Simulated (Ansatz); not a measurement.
A calculation with Ansatz (development build ahead of 0.2.0).

```yaml
crystal:
  periodic: [false, false, false]
  atoms:
    - { symbol: Cu, position_ang: [0.0, 0.0, 0.0] }
basis:
  gaussian: { orbitals: def2-TZVP }
total_charge: 1
hamiltonian:
  xc: hf
correlation:
  method: mp2
  frozen_orbitals: { Cu: 5 }
```

The input is written out in the form of the current development build from the run's settings.

Output:

```yaml
Converged: yes
Reference_energy: -1638.68636 hartree
Correlation_energy: -0.63495 hartree
Total_energy: -1639.32131 hartree
Spin_squared_of_the_determinant: 0.000
```
